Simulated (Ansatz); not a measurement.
Two shapes of singlet H₆.

Shape 1:

```xyz
6

H     1.1000    0.0000    0.0000
H     0.5500    0.9526    0.0000
H    -0.5500    0.9526    0.0000
H    -1.1000    0.0000    0.0000
H    -0.5500   -0.9526    0.0000
H     0.5500   -0.9526    0.0000
```

Shape 2:

```xyz
6

H     0.9900    0.0000    0.0000
H     0.4950    0.8574    0.0000
H    -0.4950    0.8574    0.0000
H    -0.9900    0.0000    0.0000
H    -0.4950   -0.8574    0.0000
H     0.4950   -0.8574    0.0000
```

Basis set: 6-31G (spherical functions). All electrons are correlated. Charge 0, multiplicity 1.

Computed with Ansatz (development build ahead of 0.2.0); each method stands on the lowest determinant of its kind that the runs found.

Task: Which shape is lower in energy, and by how much in each method?

Result:

| method | E(2) − E(1) (eV) |
| --- | --- |
| RHF | -0.392 |
| RHF-MP2 | -0.342 |

Shape 2 is lower. Caution: stretched shape with no unrestricted run beside it, a lower state can exist. Caution for RHF-MP2: bonds are stretched, where a single reference can fail.
